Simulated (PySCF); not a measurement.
Compound: C₅H₃NO.
Bonds: N1–C2 (triple), C2–C3, C3–C4 (aromatic), C4–C5 (aromatic), C5–C6 (aromatic), C6–O7 (aromatic), C3–O7 (aromatic). Hydrogens: H8 on C4; H9 on C5; H10 on C6.

Level: B3LYP/def2-SVPD in PySCF, non-relativistic, on one gas-phase PBE0-D3(BJ)/def2-SVP geometry that isn't relaxed in the solvent. The solvent is an IEF-PCM continuum (Bondi radii, 1.10 Å for H, scaled by 1.2), and excitations are vertical TDDFT with non-equilibrium linear response and a frozen core. The model holds no explicit solvent molecules, cavitation or dispersion.

Gas-phase singlets (H = HOMO, L = LUMO):

| state | E (eV) | λ (nm) | f | leading configuration |
| --- | --- | --- | --- | --- |
| S1 | 5.408 | 229 | 0.351 | H→L 94% |
| S2 | 5.754 | 215 | 0.000 | H→L+1 97% |
| S3 | 6.264 | 198 | 0.011 | H-1→L 65% |
| S4 | 6.636 | 187 | 0.004 | H→L+3 75% |
| S5 | 6.660 | 186 | 0.001 | H-2→L 75% |

**Question.** Give the list for chloroform (ε = 4.711), n² = 2.09.

**Answer.** 
```json
{"state": "S1", "E (eV)": "5.218", "λ (nm)": "238", "f": "0.457", "leading configuration": "H→L 96%", "change by rank (eV)": "-0.190"}
{"state": "S2", "E (eV)": "5.526", "λ (nm)": "224", "f": "0.000", "leading configuration": "H→L+1 98%", "change by rank (eV)": "-0.228"}
{"state": "S3", "E (eV)": "6.219", "λ (nm)": "199", "f": "0.031", "leading configuration": "H-1→L 75%", "change by rank (eV)": "-0.045"}
{"state": "S4", "E (eV)": "6.698", "λ (nm)": "185", "f": "0.004", "leading configuration": "H→L+3 98%", "change by rank (eV)": "+0.062"}
{"state": "S5", "E (eV)": "6.887", "λ (nm)": "180", "f": "0.000", "leading configuration": "H-2→L 97%", "change by rank (eV)": "+0.227"}
```

**Question.** Give the list for water (ε = 78.36), n² = 1.78.

**Answer.** 
```tsv
state	E (eV)	λ (nm)	f	leading configuration	change by rank (eV)
S1	5.222	237	0.443	H→L 95%	-0.186
S2	5.430	228	0.000	H→L+1 98%	-0.324
S3	6.205	200	0.037	H-1→L 78%	-0.059
S4	6.702	185	0.003	H→L+3 98%	+0.066
S5	6.971	178	0.000	H-2→L 96%	+0.311
```

**Question.** The ground-state energy changes by -0.281 eV from gas to water. By how much does the total energy of gas-phase S1 change?

**Answer.** E(S1) = E(S0) + excitation energy, so it changes by -0.281 − 0.186 = -0.467 eV: it is lowered more than the ground state, which is what a red shift means. This is the vertical state, with the slow part of the continuum still set for S0.

**Question.** How do the frontier levels move from gas to water?

**Answer.** 
```json
{"orbital": "LUMO+2", "gas (eV)": "0.26", "solvent (eV)": "0.59", "change (eV)": "+0.33"}
{"orbital": "LUMO+1", "gas (eV)": "-0.19", "solvent (eV)": "-0.36", "change (eV)": "-0.17"}
{"orbital": "LUMO", "gas (eV)": "-1.72", "solvent (eV)": "-1.61", "change (eV)": "+0.11"}
{"orbital": "HOMO", "gas (eV)": "-7.25", "solvent (eV)": "-7.07", "change (eV)": "+0.18"}
{"orbital": "HOMO-1", "gas (eV)": "-8.78", "solvent (eV)": "-8.49", "change (eV)": "+0.29"}
{"orbital": "HOMO-2", "gas (eV)": "-9.77", "solvent (eV)": "-10.02", "change (eV)": "-0.25"}
{"orbital": "HOMO-3", "gas (eV)": "-10.30", "solvent (eV)": "-10.51", "change (eV)": "-0.21"}
```

The HOMO–LUMO gap goes from 5.54 to 5.47 eV. Rows go by rank; for HOMO-3 the atom shares or the degeneracy differ between the runs, so the row needn't follow one orbital.
